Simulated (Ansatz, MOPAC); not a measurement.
System: CH$_{7}$BNO$_{2}$ (charge +1, singlet). SMILES: C[NH2+]B(O)O

Atoms: C1, N2, B3, O4, O5, H6, H7, H8, H9, H10, H11, H12. Bonds: C1-N2, C1-H6, C1-H7, C1-H8, N2-B3, N2-H9, N2-H10, B3-O4, B3-O5, O4-H11, O5-H12.

Bond lengths (Å) and angles (degrees) optimised at AM1 with MOPAC; MNDO with MOPAC; HF/STO-3G with Ansatz (a program for electronic structure); HF/6-31G* with Ansatz; B3LYP/LANL2DZ with Ansatz; MP2/6-31G* with Ansatz, each started from the B3LYP-D3(BJ)/def2-TZVP structure (Ansatz) of the last column. A row stands for all coordinates that are equal there; 9 of 17 kinds are shown. 6-31G* holds six Cartesian d functions. No wavenumbers were computed at MNDO, HF/STO-3G, B3LYP/LANL2DZ, MP2/6-31G*, so these may be saddle points.

```tsv
coordinate	AM1	MNDO	HF/STO-3G	HF/6-31G*	B3LYP/LANL2DZ	MP2/6-31G*	B3LYP-D3(BJ)/def2-TZVP
C1-N2	1.480	1.523	1.523	1.509	1.539	1.513	1.515
C1-H6	1.124	1.111	1.090	1.079	1.092	1.089	1.086
N2-B3	1.527	1.561	1.575	1.548	1.556	1.553	1.554
N2-H9	1.021	1.028	1.038	1.010	1.029	1.027	1.022
B3-O4	1.342	1.342	1.328	1.324	1.345	1.343	1.335
O4-H11	0.967	0.948	0.980	0.950	0.972	0.973	0.964
C1-N2-B3	113.0	115.3	113.4	112.7	111.5	111.7	112.4
N2-B3-O4	116.0	113.9	111.9	112.8	112.2	111.8	112.4
O4-B3-O5	128.0	132.2	136.3	134.5	135.7	136.4	135.3
```

Mean signed difference of all 11 bond lengths from B3LYP-D3(BJ)/def2-TZVP: AM1 0.006 Å, MNDO 0.008 Å, HF/STO-3G 0.008 Å, HF/6-31G* -0.010 Å, B3LYP/LANL2DZ 0.008 Å, MP2/6-31G* 0.004 Å.
